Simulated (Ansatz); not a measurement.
System: SnH4 (charge 0, singlet). 
Coordinates optimised at B3LYP-D3(BJ)/def2-TZVP (Ansatz, a first-principles code):
```xyz
5

Sn     0.0000     0.0000     0.0000
H     -1.1293     1.1610    -0.5438
H      0.2699    -1.1525    -1.2320
H     -0.6131    -0.7839     1.3888
H      1.4724     0.7754     0.3870
```

Basis-set convergence of Hartree-Fock and MP2 correlation energies (hartree) with Ansatz. Correlated levels leave the core frozen unless marked. Spin-orbit coupling is left out. Frozen are the shells of the preceding noble gas and the d and f shells that filled before the atom's block. In def2 rows, elements after Kr have scalar-relativistic effective core potentials.

```csv
basis,functions,E(HF),"E(corr, MP2)"
def2-SVPD,64,-215.63339,-0.10765
def2-TZVPPD,124,-215.64439,-0.12848
def2-QZVPPD,220,-215.64638,-0.13665
```

Extrapolating the two largest sets (X = 3 and 4) as X^-3: E(corr) = (64·(-0.13665) - 27·(-0.12848))/37 = -0.1426 Eh, an estimate of the basis-set limit. The largest set recovers 95.8 % of it, the smallest 75.5 %.
